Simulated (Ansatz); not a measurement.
Consider the formal exchange of groups at a C–O bond: `O[CH2][SnH]([F])[Cl]` + CH₄ → `C[CH2][SnH]([F])[Cl]` + H₂O.

Computed with Ansatz on PBE0-D4/def2-TZVP structures; ΔE is electronic, products minus reactants. CCSD(T)/CBS is the MP2 limit (def2-TZVPP, def2-QZVPP) plus CCSD(T) − MP2 in def2-TZVPP, frozen cores. This one scheme is used for every species. Functionals use def2-TZVPP. B3LYP here is the variant with VWN-RPA as its local correlation; programs differ in this. def2 core potentials past Kr. For Sn outer-core shells are correlated without core-valence functions, which leaves a few kJ/mol of doubt a bond. One conformer a species, not always the lowest.

`O[CH2][SnH]([F])[Cl]`:

Cartesian coordinates in Å:
```
O 0.378 1.736 0.426
C 0.798 0.477 -0.051
Sn -0.944 -0.773 -0.075
F -0.985 -1.578 -1.819
Cl -0.618 -2.572 1.354
H 1.135 2.328 0.457
H 1.184 0.513 -1.076
H 1.542 0.000 0.595
H -2.491 -0.131 0.189
```

CH₄:

Cartesian coordinates in Å:
```
C 0.000 0.000 0.000
H 0.127 0.360 -1.021
H 0.100 -1.085 0.018
H -0.988 0.280 0.363
H 0.762 0.445 0.640
```

`C[CH2][SnH]([F])[Cl]`:

Cartesian coordinates in Å:
```
C -0.331 1.321 0.583
C -0.171 0.526 -0.704
Sn 0.353 -1.501 -0.320
F -1.047 -2.181 0.809
Cl 2.235 -1.520 1.044
H 0.593 1.333 1.165
H -0.596 2.358 0.361
H -1.116 0.904 1.217
H 0.609 0.942 -1.346
H -1.096 0.502 -1.285
H 0.568 -2.683 -1.523
```

H₂O:

```xyz
3

O     0.208   -0.268   -0.191
H    -0.208   -0.357    0.669
H     0.000    0.624   -0.477
```

Task: Is it downhill or uphill in electronic energy at CCSD(T)/CBS, and by how much? (Best estimate.)

Result: The calculation gave: Downhill: ΔE = -16.2 kcal/mol.

Task: What do these levels give: r2SCAN-D4, B3LYP-D4, ωB97M-V, r2SCAN, B3LYP, HF/def2-TZVPP, MP2/def2-TZVPP, CCSD/def2-TZVPP, HF/def2-QZVPP, MP2/def2-QZVPP, HF/CBS(def2), MP2/CBS(def2)? (An estimate is asked.)

Result: The calculation gave: r2SCAN-D4 -13.4, B3LYP-D4 -12.7, ωB97M-V -13.7, r2SCAN -13.2, B3LYP -11.4, HF/def2-TZVPP -11.6, MP2/def2-TZVPP -16.9, CCSD/def2-TZVPP -14.9, HF/def2-QZVPP -11.8, MP2/def2-QZVPP -17.6, HF/CBS(def2) -11.8, MP2/CBS(def2) -18.0 kcal/mol.

Largest T1 diagnostic among the species: 0.012.

From PBE to PBE0 (25 % exact exchange), in def2-TZVPP and without D4, ΔE moves by −1.0 kcal/mol. The D4 term adds −1.3 kcal/mol with B3LYP and −0.8 kcal/mol with PBE0; it sums over pairs of atoms, weighted by their polarisabilities, and B3LYP, whose exchange is more repulsive, gets the larger term.
